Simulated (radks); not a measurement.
Values are calculated unless marked as measured or tabulated.
Ionisation of the hafnium ion Hf2+, [Xe] 4f14 5d2, to Hf3+, [Xe] 4f14 5d1, under several functionals. Scalar-relativistic Kohn-Sham, spin-polarised, spherical densities, point nucleus; open shells are filled with parallel spins first (spin-orbit coupling, left out, can overturn this in heavy ions); a radial shooting solver on a logarithmic mesh with Libxc functionals. Known Delta-SCF values: LDA (Slater exchange, VWN5 correlation) 22.569 eV; AM05 22.305 eV. What does PBEsol give, and what is its highest occupied eigenvalue?

Answer. 22.333 eV by Delta-SCF; the 5d eigenvalue is -17.354 eV. NIST: 22.55 eV (theoretical).
